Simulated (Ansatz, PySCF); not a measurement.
System: BiBr₂, charge 0, multiplicity 2. It need not be the lowest isomer of its formula. SMILES: [Br][Bi][Br]
Geometry: optimised at B3LYP-D3(BJ)/def2-TZVP (Ansatz, an electronic-structure program).

Property: vertical electron affinity (to the singlet state of charge -1; a negative value means that the extra electron is unbound and the number depends on the basis; each state is the SCF solution reached for its spin), in eV. Correlated levels leave the core frozen unless marked. UHF or UKS for open shells. Spin-orbit coupling is left out. Frozen are the shells of the preceding noble gas and the d and f shells that filled before the atom's block. In def2 rows, elements after Kr have scalar-relativistic effective core potentials. Anions need diffuse functions: def2-D sets add few. Basis-set limits of correlation are two-point, X^-3; Hartree-Fock from the larger set. [CCSD(T)-MP2]/basis is that difference in the basis named.

```json
[
 {"level": "HF/def2-SVPD", "program": "Ansatz", "vertical electron affinity (eV)": "1.15"},
 {"level": "HF/def2-TZVPPD", "program": "Ansatz", "vertical electron affinity (eV)": "1.13"},
 {"level": "HF/def2-QZVPPD", "program": "Ansatz", "vertical electron affinity (eV)": "1.13"},
 {"level": "SVWN5/def2-TZVPD", "program": "Ansatz", "vertical electron affinity (eV)": "1.94"},
 {"level": "PBE/def2-TZVPD", "program": "Ansatz", "vertical electron affinity (eV)": "1.69"},
 {"level": "B3LYP/def2-TZVPD", "program": "Ansatz", "vertical electron affinity (eV)": "1.86"},
 {"level": "PBE0/def2-TZVPD", "program": "Ansatz", "vertical electron affinity (eV)": "1.79"},
 {"level": "BHLYP/def2-TZVPD", "program": "Ansatz", "vertical electron affinity (eV)": "1.82"},
 {"level": "M06-2X/def2-TZVPD", "program": "PySCF", "vertical electron affinity (eV)": "1.70"},
 {"level": "CAM-B3LYP/def2-TZVPD", "program": "Ansatz", "vertical electron affinity (eV)": "1.94"},
 {"level": "wB97M-V/def2-TZVPD", "program": "Ansatz", "vertical electron affinity (eV)": "1.93"},
 {"level": "wB97X-V/def2-TZVPD", "program": "Ansatz", "vertical electron affinity (eV)": "1.95"},
 {"level": "wB97X/def2-TZVPD", "program": "Ansatz", "vertical electron affinity (eV)": "1.99"},
 {"level": "MP2/def2-TZVPPD", "program": "Ansatz", "vertical electron affinity (eV)": "1.73"},
 {"level": "RI-MP2/CBS(def2-TZVPPD,def2-QZVPPD)", "program": "Ansatz", "vertical electron affinity (eV)": "1.88"},
 {"level": "CCSD/def2-TZVPPD", "program": "Ansatz", "vertical electron affinity (eV)": "1.75"},
 {"level": "CCSD(T)/def2-SVPD", "program": "Ansatz", "vertical electron affinity (eV)": "1.60"},
 {"level": "CCSD(T)/def2-TZVPPD", "program": "Ansatz", "vertical electron affinity (eV)": "1.76"},
 {"level": "RI-MP2/CBS(def2-TZVPPD,def2-QZVPPD)+[CCSD(T)-MP2]/def2-SVPD", "program": "Ansatz", "vertical electron affinity (eV)": "1.89"},
 {"level": "RI-MP2/CBS(def2-TZVPPD,def2-QZVPPD)+[CCSD(T)-MP2]/def2-TZVPPD", "program": "Ansatz", "vertical electron affinity (eV)": "1.92"}
]
```
